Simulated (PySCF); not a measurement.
C7H10F (doublet state).
Geometry (GFN2-xTB, Å), atoms numbered from 1 in this order:
```
atom  x, y, z in Å
C1    -2.466    0.697   -0.215
C2    -1.052    0.235   -0.281
C3     0.051    0.957   -0.131
C4     1.300    0.129   -0.266
C5     2.179    0.170    0.998
F6     2.777    1.398    1.134
C7     0.758   -1.224   -0.538
C8    -0.722   -1.209   -0.556
H9    -3.005    0.155    0.562
H10   -2.515    1.761    0.000
H11   -2.970    0.506   -1.162
H12    0.102    2.011    0.074
H13    1.935    0.503   -1.086
H14    1.579    0.005    1.898
H15    2.984   -0.570    0.937
H16    1.359   -2.103   -0.663
H17   -1.164   -1.877    0.197
H18   -1.135   -1.536   -1.521
```

The hyperfine couplings belong to this conformer and change with its torsions.

Identity: `[CH]1[C@@H](C=C(C1)C)CF` [radical].

Method used: UKS B3LYP, pcH-1 on C F H, non-relativistic, mean-field spin-orbit, GIAO (PySCF). One conformer (not necessarily the lowest) at the GFN2-xTB geometry, without solvent, vibrations or thermal averaging. Couplings are sensitive to structure, and on GFN2-xTB geometries they can be far from those on DFT ones. The SCF solution wasn't tested for stability.

Task: Give the principal g shifts and their parts.

Result: 
| Δg (ppm) | 1 | 2 | 3 |
| --- | --- | --- | --- |
| relativistic mass correction | -143 | -143 | -143 |
| gauge correction | 10 | 29 | 26 |
| orbital Zeeman/spin–orbit | -74 | 530 | 722 |
| total | -206 | 416 | 605 |

So g = 2.00211, 2.00274, 2.00292 and g_iso = 2.00259; the tensor is rhombic: the two nearest values differ by 23 % of g3 − g1. 

Task: At 94.435 GHz, how far is the centre of the isotropic spectrum from where a free electron (g = 2.002319) resonates?

Result: B = hν/(g μB) with μB/h = 13.99624 MHz/mT gives 3369.68 mT for the free electron and 3369.22 mT at g_iso, 0.46 mT lower.

Task: What are the electron Larmor frequencies g μB B/h along the three axes at 350 mT?

Result: 9.8077, 9.8108, 9.8117 GHz for g1, g2 and g3, a range of 4.0 MHz.

Task: What effective moment and Curie constant follow for a powder?

Result: With the mean of g² = 4.0104 and S(S+1) = 0.75: μ_eff = √(⟨g²⟩S(S+1)) = 1.734 μB and χT = 0.12505·⟨g²⟩·S(S+1) = 0.376 cm³ K/mol (cgs; spin-Hamiltonian part alone).

Task: In a frozen sample, at which fields do the three g values resonate at 9.5, 34, 94 and 263 GHz (hyperfine left aside), and which band first spreads them over more than twice a line width of 1.0 mT?

Result: 
```json
{"band": "X", "GHz": "9.5", "B(g3) mT": "338.88", "B(g2) mT": "338.91", "B(g1) mT": "339.02", "spread mT": "0.14"}
{"band": "Q", "GHz": "34.0", "B(g3) mT": "1212.84", "B(g2) mT": "1212.95", "B(g1) mT": "1213.33", "spread mT": "0.49"}
{"band": "W", "GHz": "94.0", "B(g3) mT": "3353.14", "B(g2) mT": "3353.46", "B(g1) mT": "3354.50", "spread mT": "1.36"}
{"band": "J", "GHz": "263.0", "B(g3) mT": "9381.66", "B(g2) mT": "9382.54", "B(g1) mT": "9385.46", "spread mT": "3.80"}
```

The spread grows in proportion to the frequency. J band is the first where it exceeds 2.0 mT.

The largest Mulliken spin populations are on C7 (+1.03), C8 (-0.09) and C4 (-0.08). C7 is the only atom above +0.15. The angles at C7 add up to 360.0°, so it is planar; its axial dipolar tensor and the negative coupling of its proton fit spin in a p orbital normal to that plane.

The HOMO–LUMO gaps are 5.68 eV among the α and 5.17 eV among the β orbitals.

Hardware: an Arm Neoverse V1 with one thread, no GPU, shared host with 32 logical CPUs at a one-minute load of 24. Cost: 93 s of wall time (with the writing of density and orbital grids), 0.96 GiB resident at most.
